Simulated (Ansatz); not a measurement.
`[CH3][GeH]1[CH2][NH]1`, relaxed with RKS PBE-D4/def2-SVP in Ansatz 0.2.0 from a rough embedded geometry. The force threshold is 0.03 eV/Å; the program also tests the step.

The species carries charge 0 and has multiplicity 1.

Start:

```xyz
11

C    -1.296    0.434   -1.060
Ge    0.406   -0.224   -0.576
C     0.999    0.342    1.120
N     0.336   -0.792    1.258
H    -1.331    0.651   -2.202
H    -2.117   -0.327   -0.894
H    -1.566    1.378   -0.526
H     1.095   -1.322   -1.391
H     0.431    1.248    1.591
H     2.097    0.254    1.342
H     0.946   -1.640    1.340
```

```csv
step,energy (eV),largest force (eV/Å),largest move (Å)
1,-60171.2018,5.828,0.000
2,-60171.8299,2.211,0.193
3,-60171.9367,0.399,0.148
4,-60171.9452,0.498,0.115
5,-60171.9606,0.170,0.048
6,-60171.9611,0.176,0.048
7,-60171.9669,0.085,0.045
8,-60171.9693,0.092,0.139
9 (rejected),-60171.9640,0.341,0.064
10 (rejected),-60171.9692,0.205,0.031
11,-60171.9709,0.016,0.015
12,-60171.9711,0.159,0.098
13,-60171.9729,0.037,0.010
14,-60171.9736,0.023,0.041
15,-60171.9739,0.096,0.084
16,-60171.9743,0.034,0.007
17,-60171.9744,0.004,0.011
```

End:

```xyz
11

C    -1.410    0.383   -1.162
Ge    0.293   -0.289   -0.483
C     1.172    0.387    1.110
N     0.223   -0.721    1.377
H    -1.257    1.066   -2.020
H    -2.055   -0.459   -1.481
H    -1.913    0.930   -0.342
H     1.095   -1.281   -1.353
H     0.869    1.367    1.525
H     2.261    0.205    1.209
H     0.722   -1.588    1.621
```

Run time 9.5 s (4 threads of an Intel Xeon 6975P-C on a shared host); peak host memory 0.18 GiB.
